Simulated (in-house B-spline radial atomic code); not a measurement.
Spin-orbit splittings of orbital energies (j = l + 1/2 less j = l - 1/2) and ratios of mean radii (lower j over upper j) along the 59-electron series, configuration [Xe] 4f5. Computed with a radial B-spline atomic code at the basis-set limit: Dirac-Hartree-Fock, average of the configuration, finite nuclei.

```csv
ion,Z,splitting of 3d (eV),radius ratio of 3d,splitting of 4p (eV),radius ratio of 4p,splitting of 4f (eV),radius ratio of 4f
Pm2+,61,24.691,0.9837,25.371,0.95791,0.45562,0.9878
Sm3+,62,26.782,0.98315,27.764,0.95669,0.57063,0.99036
Eu4+,63,29.003,0.9826,30.367,0.95551,0.6991,0.99138
```
